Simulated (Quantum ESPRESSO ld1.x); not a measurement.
Values are calculated unless marked as measured or tabulated.
Q: This ld1.x (Quantum ESPRESSO 7.5) run is given with its output. Can the result be used, and if not, why?

```
 &input
    atom='Ho',
    iswitch=1,
    rel=0,
    dft='PBE',
    config='[Xe] 4f12 6s2',
    verbosity='high',
    prefix='ld1',
    max_out_wfc=37,
    file_charge='ld1.rho',
 /
```

```
     Program LD1 v.7.5 starts

     Message from routine scf:
     warning: convergence not achieved
     --------------------------- All-electron run ----------------------------

     atomic number is 67.00
     dft =PBE   lsd =0 sic =0 latt =0  beta=0.20 tr2=1.0E-14
     Exchange-correlation= PBE
                           (   1   4   3   4   0   0   0)
     mesh =1977 r(mesh) =  99.81389 a.u. xmin = -7.00 dx = 0.00800
     1 Ry =  13.60569312 eV

     n l     nl                  e(Ry)          e(Ha)          e(eV)
     1 0     1S 1( 2.00)   -3806.851848906   -1903.425924453 -51794.8580209
     2 0     2S 1( 2.00)    -611.425991652    -305.712995826  -8318.8744098
     2 1     2P 1( 6.00)    -583.121376423    -291.560688212  -7933.7705011
     3 0     3S 1( 2.00)    -135.162575106     -67.581287553  -1838.9805186
     3 1     3P 1( 6.00)    -122.402120579     -61.201060289  -1665.3656902
     4 0     4S 1( 2.00)     -25.465298959     -12.732649480   -346.4730429
     4 1     4P 1( 6.00)     -20.375330638     -10.187665319   -277.2204959
     3 2     3D 1(10.00)     -98.632223716     -49.316111858  -1341.9597679
     5 0     5S 1( 2.00)      -2.675019188      -1.337509594    -36.3954902
     5 1     5P 1( 6.00)      -1.378747030      -0.689373515    -18.7588090
     4 2     4D 1(10.00)     -11.245285380      -5.622642690   -152.9999020
     4 3     4F 1(12.00)      -0.000000000      -0.000000000     -0.0000000
     6 0     6S 1( 2.00)      -0.000000000      -0.000000000     -0.0000000

     final scf error:  2.6E+00 reached in 201 iterations

     Etot =  -24233.574872 Ry,  -12116.787436 Ha, -329714.582985 eV

     Ekin =   24065.543136 Ry,   12032.771568 Ha,  327428.394750 eV
     Encl =  -57547.175092 Ry,  -28773.587546 Ha, -782969.204392 eV
     Eh   =    9768.963624 Ry,    4884.481812 Ha,  132913.521196 eV
     Exc  =    -520.906541 Ry,    -260.453270 Ha,   -7087.294539 eV
```

A: No. The cycle did not converge: in the last iteration no bound solution was found for 4f, 6s (the eigenvalue is printed as zero or positive). The species is Ho- with 68 electrons. In a local or semilocal functional the extra electron of a negative ion sees its own charge, the potential lacks the -1/r tail, and the highest level tends to rise to zero. The printed total energy is meaningless.
